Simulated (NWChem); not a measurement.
System: GaF$_{3}$; SMILES [F][Ga]([F])[F]

NWChem input:

```
start job
memory heap 200 mb stack 900 mb global 1100 mb
geometry units angstroms noautosym nocenter noautoz
  Ga     0.000000     0.000000     0.000000
  F     -1.685613     0.456361     0.000000
  F      1.238026     1.231603     0.000000
  F      0.447586    -1.687964     0.000000
end
basis spherical
  * library def2-tzvp
end
dft
  xc b3lyp
  iterations 150
end
property
  response 1 0.0
end
task dft property
```

Excerpt of the output:

```
             Northwest Computational Chemistry Package (NWChem) 7.3.0
             --------------------------------------------------------

                             Geometry "geometry" -> ""
                             -------------------------

 Output coordinates in angstroms (scale by  1.889725989 to convert to a.u.)

  No.       Tag          Charge          X              Y              Z
 ---- ---------------- ---------- -------------- -------------- --------------
    1 Ga                  31.0000     0.00000000     0.00000000     0.00000000
    2 F                    9.0000    -1.68561300     0.45636100     0.00000000
    3 F                    9.0000     1.23802600     1.23160300     0.00000000
    4 F                    9.0000     0.44758600    -1.68796400     0.00000000

 Effective nuclear repulsion energy (a.u.)     296.1481775023

                              NWChem Property Module
                              ----------------------

                                 NWChem DFT Module
                                 -----------------

 Summary of "ao basis" -> "ao basis" (spherical)
 ------------------------------------------------------------------------------
       Tag                 Description            Shells   Functions and Types
 ---------------- ------------------------------  ------  ---------------------
 Ga                        def2-tzvp                16       48   6s5p4d1f
 F                         def2-tzvp                11       31   5s3p2d1f

            General Information
            -------------------
          SCF calculation type: DFT
          Wavefunction type:  closed shell.
          No. of atoms     :     4
          No. of electrons :    58
           Alpha electrons :    29
            Beta electrons :    29
          Charge           :     0
          Spin multiplicity:     1
          Use of symmetry is: off; symmetry adaption is: off
          Maximum number of iterations: 150
          AO basis - number of functions:   141
                     number of shells:    49
          Convergence on energy requested:  1.00D-06
          Convergence on density requested:  1.00D-05
          Convergence on gradient requested:  5.00D-04

              XC Information
              --------------
                         B3LYP Method XC Potential
                     Hartree-Fock (Exact) Exchange  0.200
                        Slater Exchange Functional  0.800 local
                    Becke 1988 Exchange Functional  0.720 non-local
              Lee-Yang-Parr Correlation Functional  0.810
                  VWN I RPA Correlation Functional  0.190 local

             Grid Information
             ----------------
          Grid used for XC integration:  medium
          Radial quadrature: Mura-Knowles
          Angular quadrature: Lebedev.
          Tag              B.-S. Rad. Rad. Pts. Rad. Cut. Ang. Pts.
          ---              ---------- --------- --------- ---------
          Ga                  1.30      112           7.0       590
          F                   0.50       49           8.0       434
          Grid pruning is: on
          Number of quadrature shells:   259
          Spatial weights used:  Erf1

      Superposition of Atomic Density Guess
      -------------------------------------

 Sum of atomic energies:       -2221.47891939

      Non-variational initial energy
      ------------------------------

 Total energy =   -2221.465305
 1-e energy   =   -3693.523835
 2-e energy   =    1175.910352
 HOMO         =      -0.645934
 LUMO         =      -0.119154

   convergence    iter        energy       DeltaE   RMS-Dens  Diis-err
 ---------------- ----- ----------------- --------- --------- ---------
 d= 0,ls=0.0,diis     1  -2224.5352335035 -2.52D+03  1.04D-02  1.69D+00
 d= 0,ls=0.0,diis     2  -2224.3044688619  2.31D-01  5.82D-03  4.86D+00
 d= 0,ls=0.0,diis     3  -2224.6861904716 -3.82D-01  7.00D-04  6.07D-02
 d= 0,ls=0.0,diis     4  -2224.6880267817 -1.84D-03  2.85D-04  2.02D-02
 d= 0,ls=0.0,diis     5  -2224.6886966730 -6.70D-04  8.30D-05  6.30D-04
  Resetting Diis
 d= 0,ls=0.0,diis     6  -2224.6887313105 -3.46D-05  6.49D-06  6.11D-06
 d= 0,ls=0.0,diis     7  -2224.6887317936 -4.83D-07  1.19D-06  3.53D-08

         Total DFT energy =    -2224.688731793568
      One electron energy =    -3692.478305476939
           Coulomb energy =     1278.276744316938
    Exchange-Corr. energy =     -106.635348135869
 Nuclear repulsion energy =      296.148177502303

 Numeric. integr. density =       57.999996649729

                       DFT Final Molecular Orbital Analysis
                       ------------------------------------

 Vector   27  Occ=2.000000D+00  E=-4.241903D-01
              MO Center=  4.1D-01, -2.2D-01,  9.6D-09, r^2= 3.3D+00
   Bfn.  Coefficient  Atom+Function         Bfn.  Coefficient  Atom+Function
  ----- ------------  ---------------      ----- ------------  ---------------
   116      0.335942  4 F  px                85      0.285514  3 F  px
   119      0.271484  4 F  px                88      0.229600  3 F  px
    54      0.202665  2 F  px               122      0.182961  4 F  px
    57      0.160788  2 F  px                91      0.150266  3 F  px
    26     -0.132355  1 Ga d  2              86     -0.116986  3 F  py

[...]

 DFT Linear Response polarizability / au
 Frequency  =       0.0000000 / au
              X              Y              Z
 -----------------------------------------------
 X      24.6641608     -0.0000132     -0.0000000
 Y      -0.0000132     24.6641624     -0.0000000
 Z      -0.0000000     -0.0000000     17.4548654
 -----------------------------------------------
 Eigenvalues =      24.6641483     24.6641749     17.4548654
 Isotropic   =      22.2610629
 Anisotropic =       7.2092962
 -----------------------------------------------

 Magnetic Dipole Response Matrix (nonzero elements):

 Exiting AOResponse driver routine
```

Level: B3LYP/def2-TZVP. All runs use the structure optimised with PBE-D3(BJ)/def2-SVP.
